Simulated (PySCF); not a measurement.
A PySCF script (with the pyscf-properties extension) for the NMR shieldings of `C1[P@H+]([BH3-])C(C)=C(C)C1`, C6H14BP, on a GFN2-xTB geometry:

```python
import basis_set_exchange as bse
import numpy as np
from pyscf import gto, dft
from pyscf.prop import nmr

atoms = """
B    -2.928485    0.531036   -0.127843
P    -1.322406   -0.483979   -0.356933
C    -0.325769   -0.219799   -1.883679
C     1.146858   -0.313973   -1.472637
C     1.250541   -0.054414    0.009858
C     2.611538    0.250187    0.544810
C     0.113992   -0.146404    0.704978
C    -0.117848    0.040931    2.167520
H    -3.385011    0.199688    0.921077
H    -2.533338    1.659082   -0.147205
H    -3.618328    0.252131   -1.058092
H    -1.352665   -1.886689   -0.301230
H    -0.565884    0.788098   -2.235292
H    -0.594480   -0.922689   -2.673072
H     1.758772    0.397133   -2.031770
H     1.541517   -1.313723   -1.680320
H     3.325744   -0.490705    0.187074
H     2.629906    0.255276    1.630114
H     2.940628    1.226215    0.186678
H    -0.339297   -0.918005    2.638752
H    -0.985674    0.684840    2.308773
H     0.739277    0.485148    2.667592
"""
names = dict.fromkeys(["B", "P", "C", "H"], "pcSseg-1")
basis = {el: gto.basis.parse(bse.get_basis(n, elements=[el], fmt="nwchem")) for el, n in names.items()}
mol = gto.M(atom=atoms, basis=basis, charge=0, verbose=0)
mf = dft.RKS(mol, xc="PBE0")
mf.grids.level = 2
mf.grids.alignment = dft.numint.BLKSIZE   # the property module wants whole blocks of grid points
mf.conv_tol = 1e-9
mf.kernel()

calc = nmr.RKS(mf)   # GIAO
C = mf.mo_coeff
Co = C[:, mf.mo_occ > 0]
resp = mf.gen_response(singlet=True, hermi=2)
def vind(x):   # induced exchange potential for any number of trial vectors
    d = np.einsum("pi,xij,qj->xpq", C, 2 * x.reshape(-1, C.shape[1], Co.shape[1]), Co, optimize=True)
    return np.einsum("xpq,pi,qj->xij", resp(d - d.transpose(0, 2, 1)), C, Co, optimize=True).ravel()
mo1, _ = nmr.rhf.solve_mo1(calc, with_cphf=vind)
sigma = calc.kernel(mo1)
for i, s in enumerate(sigma):   # ppm
    w = np.linalg.eigvalsh((s + s.T) / 2)
    print("%2d %-2s iso %8.1f  s11 %8.1f  s22 %8.1f  s33 %8.1f" % (i, mol.atom_pure_symbol(i), w.mean(), *w))
```

Q: What does it print?

A: 
```
 0 B  iso    150.6  s11    144.4  s22    150.1  s33    157.2
 1 P  iso    318.1  s11    192.3  s22    359.3  s33    402.7
 2 C  iso    163.4  s11    139.3  s22    170.1  s33    180.9
 3 C  iso    143.9  s11    112.7  s22    147.0  s33    172.0
 4 C  iso     31.6  s11    -70.7  s22     32.0  s33    133.4
 5 C  iso    168.7  s11    150.0  s22    169.9  s33    186.4
 6 C  iso     55.6  s11    -38.4  s22     68.3  s33    136.8
 7 C  iso    171.9  s11    155.2  s22    175.4  s33    185.2
 8 H  iso     30.7  s11     27.1  s22     29.4  s33     35.7
 9 H  iso     31.1  s11     27.9  s22     29.8  s33     35.5
10 H  iso     30.8  s11     27.0  s22     29.4  s33     36.0
11 H  iso     26.2  s11     23.4  s22     23.6  s33     31.5
12 H  iso     29.8  s11     24.4  s22     29.0  s33     36.2
13 H  iso     29.7  s11     24.9  s22     27.6  s33     36.6
14 H  iso     29.1  s11     23.8  s22     28.7  s33     34.8
15 H  iso     29.1  s11     24.6  s22     28.0  s33     34.7
16 H  iso     30.1  s11     25.5  s22     28.3  s33     36.4
17 H  iso     29.4  s11     24.0  s22     29.9  s33     34.2
18 H  iso     30.0  s11     25.8  s22     27.6  s33     36.5
19 H  iso     30.1  s11     25.8  s22     27.3  s33     37.1
20 H  iso     29.3  s11     23.5  s22     29.7  s33     34.8
21 H  iso     29.5  s11     24.3  s22     29.4  s33     34.9
```

These numbers come from an equivalent density-fitted implementation of the same equations, which agrees with the script to about 0.01 ppm for H and up to a few tenths of a ppm for heavy atoms, so last digits may differ.

Size and cost of the density-fitted run: 213 basis functions, roughly 2.2 core-minutes.
